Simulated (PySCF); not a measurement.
Worked example: chemical shift, span and skew from a shielding tensor

C3H8O2Si, SMILES C[C@H]1OC[Si@@H]1O. Atoms are numbered in the order given.

```xyz
14

C      2.1609     0.6174     0.6261
C      0.9845     0.2903    -0.2708
O      0.9333    -1.1335    -0.5692
C     -0.4777    -1.4416    -0.6188
Si    -0.8014     0.1405     0.3877
O     -2.0182     1.2219     0.0292
H      2.2042     1.7010     0.8219
H      2.0863     0.0915     1.5909
H      3.1095     0.3178     0.1506
H      1.0594     0.8687    -1.2161
H     -0.8630    -1.4435    -1.6588
H     -0.6735    -2.4338    -0.1806
H     -0.8948    -0.0517     1.8583
H     -2.1350     1.4781    -0.8932
```
Charge 0, spin multiplicity 1.

Geometry: B3LYP-D3(BJ)/def2-SVP. The structure was generated by enumeration; whether it is a known compound was not checked. The values are those of a single conformer.

GIAO shieldings from PBE/pcSseg-1 (PySCF), non-relativistic, no solvent. The symmetric part of the tensor of C2 has the principal values 30.0, 82.8, 155.4 ppm. The same nucleus in TMS has σ = 182.0 ppm at this level (PySCF, at its B3LYP-D3(BJ)/def2-TZVP geometry).

Q: Work out the isotropic shielding, the ¹³C shift against TMS, the span and the skew.

A: 
σ(iso) = (σ11 + σ22 + σ33)/3 = 89.4 ppm. δ = σ(ref) − σ(iso) = 182.0 − (89.4) = 92.6 ppm.
Span Ω = σ33 − σ11 = 125.4 ppm. Skew κ = 3(σ(iso) − σ22)/Ω = 0.16. Tumbling in solution averages the tensor to δ; in a static solid the shielding alone would spread this spin-1/2 line over Ω.
